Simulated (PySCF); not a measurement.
Excitations are Tamm–Dancoff values on a coarser integration grid. The basis has no diffuse functions, so Rydberg states are missing or too high.

Z-matrix (Å, degrees):
```
Si
S 1 2.1404
H 2 1.3443 1 93.46
S 1 2.1404 2 114.10 3 57.44
H 4 1.3443 1 93.46 2 57.43
S 1 2.1404 2 114.10 3 -57.40
H 6 1.3443 1 93.46 2 -57.38
S 1 2.1404 2 100.56 3 -179.99
H 8 1.3443 1 93.46 2 -179.98
```
Charge 0, multiplicity 1.

Problem. What is the computed LUMO, S1–T1 gap (TDA) and S1 excitation (TDA) (PBE-D3(BJ)/def2-TZVP // B3LYP-D3(BJ)/def2-TZVP (PySCF))?

Solution. 
| Property | Result |
|---|---|
| LUMO | -1.80 eV |
| S1–T1 gap (TDA) | 0.17 eV |
| S1 excitation (TDA) | 4.30 eV |
